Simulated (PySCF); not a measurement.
# How methods differ on the ionisation energy of Re⁶⁰⁺

Re⁶⁰⁺ [Ne] 3s2 3p3 (4S) → Re⁶¹⁺ [Ne] 3s2 3p2 (3P), as a difference of total energies. Computed with PySCF 2.14 in an uncontracted even-tempered set (17 s from 17 bohr⁻², ratio 2.5; 12 p from 22 bohr⁻², ratio 2.5; 4 d from 84 bohr⁻², ratio 2.7; 4 f from 130 bohr⁻², ratio 2.7), with scalar relativity by spin-free X2C-1e. Correlated levels: outer shells: 1s2 frozen; virtual orbitals above 40 to 60 times the deepest correlated orbital energy dropped. The calculations carry no spin-orbit coupling.

```csv
method,ionisation energy (eV)
UHF,6440.4
MP2 (outer shells),6441.0
SCS-MP2 (outer shells),6440.8
CCSD (outer shells),6441.0
CCSD(T) (outer shells),6441.0
```

Spin-orbit coupling is strong in these open shells (close to jj coupling). The scalar numbers leave it out and a first-order estimate fails, so it can dominate the gap to the real levels.

The ground level that NIST lists for one species does not belong to the high-spin term computed here, so part of any gap is the choice of state.

Breit and QED terms and the two-electron picture change are absent.

For comparison: 6300 ± 10 eV (theoretical estimate listed by NIST; NIST Atomic Spectra Database, ionization energies).
